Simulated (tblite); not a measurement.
BCl2H5P2Si.
SMILES with atom numbers: `[PH2:1][SiH:2]([PH2:3])[B:4]([Cl:5])[Cl:6]` (hydrogens: H7, H8 on P1; H9 on Si2; H10, H11 on P3)

Computed with GFN2-xTB (tblite), gas phase: Langevin dynamics at 400 K from the optimised GFN2-xTB geometry, time step 0.5 fs, friction 0.01 fs⁻¹, 2000 steps.

Start geometry:
```
atom  x, y, z in Å
P1      2.019    0.816    0.334
Si2    -0.131    0.106    0.476
P3     -1.252    1.530   -0.879
B4     -0.387   -1.770   -0.125
Cl5    -0.181   -2.181   -1.782
Cl6    -0.760   -3.033    0.975
H7      2.591   -0.433    0.510
H8      2.079    0.718   -1.047
H9     -0.469    0.318    1.897
H10    -1.016    2.635   -0.082
H11    -2.487    1.296   -0.302
```

The statistics below take the 31 frames saved every 25 fs from 250 to 1000 fs; their kinetic temperature (all 3N coordinates) averages 364 K.

Question: How do the bond lengths spread?

Answer: 
```tsv
bond	start (Å)	mean (Å)	standard deviation (Å)	shortest (Å)	longest (Å)
P1–Si2	2.268	2.277	0.045	2.183	2.378
Si2–P3	2.263	2.293	0.074	2.176	2.485
Si2–B4	1.986	2.004	0.059	1.889	2.127
B4–Cl5	1.719	1.726	0.069	1.610	1.861
B4–Cl6	1.716	1.726	0.056	1.609	1.849
P1–H7	1.385	1.396	0.049	1.308	1.513
P1–H8	1.385	1.394	0.034	1.313	1.468
Si2–H9	1.476	1.486	0.030	1.404	1.536
P3–H10	1.383	1.390	0.038	1.302	1.475
P3–H11	1.384	1.394	0.043	1.296	1.485
```

Question: How far does each atom move about its mean position (frames aligned on the start, all atoms weighted alike), and what rms force does it feel?

Answer: 
```csv
atom,rms displacement (Å),rms force (eV/Å)
P1,0.28,1.27
Si2,0.22,1.24
P3,0.42,1.41
B4,0.20,1.49
Cl5,0.30,0.94
Cl6,0.49,0.89
H7,0.67,0.93
H8,0.65,0.71
H9,0.31,0.59
H10,0.83,0.75
H11,0.90,0.90
```

The displacements run from 0.20 to 0.90 Å, the largest at H11.

Question: Follow the torsion P1–Si2–B4–Cl5 through every second one of these frames.

Answer: 
| t (fs) | P1–Si2–B4–Cl5 (°) |
| --- | --- |
| 250 | -48 |
| 300 | -55 |
| 350 | -46 |
| 400 | -53 |
| 450 | -33 |
| 500 | -59 |
| 550 | -43 |
| 600 | -56 |
| 650 | -54 |
| 700 | -55 |
| 750 | -51 |
| 800 | -49 |
| 850 | -54 |
| 900 | -38 |
| 950 | -41 |
| 1000 | -30 |

Largest departure from the start value over all these frames: P1–Si2–B4–Cl5 38° (start -68°).

Question: How widely does the potential energy scatter, against a harmonic estimate?

Answer: Mean 0.43 eV above the start, standard deviation 0.120 eV, range 0.26 to 0.84 eV. For 27 classical harmonic modes at 400 K the canonical values are 27kT/2 = 0.47 eV and kT·√(27/2) = 0.127 eV.

The run is classical and short, so these are rough statistics of one trajectory.

What follows is the cost of the whole dynamics run. Time: 20 s wall; peak memory 0.18 GiB. Hardware: an Intel Xeon Platinum 8488C with one thread (shared host).
